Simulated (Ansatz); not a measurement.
Reaction: C3H4O (SMILES C1=COC1) → C3H4O (SMILES C#CCO)
Each species at its own B3LYP-D3(BJ)/def2-TZVP minimum (Ansatz, an electronic-structure program), one conformer.

Wanted: isomerisation energy (electronic), in kcal/mol. Open shells are spin-unrestricted; no spin-orbit coupling. CBS(X,Y): correlation extrapolated as X^-3, Hartree-Fock from the larger set. A bracket is a step between two methods taken in the basis named. Functionals run without relativity, which enters their misses. Double hybrids freeze cores in their MP2 part. '+ core + X2C': CCSD(T) terms for core correlation (cc-pwCVTZ) and scalar relativity (cc-pVTZ-DK).

CCSD(T)/CBS(cc-pVTZ,cc-pVQZ) + [CCSDT(Q) - CCSD(T)]/cc-pVDZ + core + X2C (Ansatz) gives -0.5 kcal/mol.

Problem. What does PBE/def2-TZVPD (Ansatz) give here, and how do the other levels compare?

Solution. PBE gives 5.5 kcal/mol, 6.0 kcal/mol above it. Differences of the others: r2SCAN/def2-TZVPD (Ansatz) 4.4; PBE0/def2-TZVPD (Ansatz) 5.6; wB97M-V/def2-TZVPD (Ansatz) 2.3; B2PLYP/def2-TZVPD (Ansatz) -0.3; CCSD(T)/CBS(cc-pVTZ,cc-pVQZ) + core + X2C (Ansatz) -0.1 kcal/mol. Nearer than PBE: r2SCAN/def2-TZVPD, PBE0/def2-TZVPD, wB97M-V/def2-TZVPD, B2PLYP/def2-TZVPD, CCSD(T)/CBS(cc-pVTZ,cc-pVQZ) + core + X2C.
